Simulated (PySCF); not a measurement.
C2H4F2OSi. Atoms are numbered in the order given.

```xyz
10

C     -0.0566     2.4339     0.0000
C      0.7229     1.3436     0.0000
Si     0.0242    -0.3536     0.0000
O     -1.6135    -0.2602     0.0000
F      0.5375    -1.2126    -1.2727
F      0.5375    -1.2126     1.2727
H     -1.1485     2.3552     0.0000
H      0.3626     3.4460     0.0000
H      1.8130     1.4666     0.0000
H     -2.1303    -1.0741     0.0000
```
Charge 0, spin multiplicity 1.

Geometry: B3LYP-D3(BJ)/def2-SVP. The structure was generated by enumeration, and PubChem lists no compound with its InChIKey, so it may never have been made. One conformer was computed; it need not be the lowest.

All values below come from PBE0/pcSseg-1 (PySCF).

GIAO shieldings, no solvent; atoms listed in one row are averaged. δ = σ(ref) − σ: ¹³C against TMS (σ = 186.3 ppm); ²⁹Si against TMS (σ = 352.7 ppm); ¹⁷O against H2O (σ = 334.2 ppm); ¹⁹F against CFCl3 (σ = 167.2 ppm); ¹H against TMS (σ = 31.56 ppm), references at their B3LYP-D3(BJ)/def2-TZVP geometries, non-relativistic.

```
nucleus   atoms  count  δ (ppm)
-------  ------  -----  -------
¹³C          C1      1    155.3
¹³C          C2      1    132.1
²⁹Si        Si3      1    -53.7
¹⁷O          O4      1     46.5
¹⁹F      F5, F6      2   -148.6
¹H           H7      1     7.02
¹H           H8      1     6.92
¹H           H9      1     6.21
¹H          H10      1     2.66
```
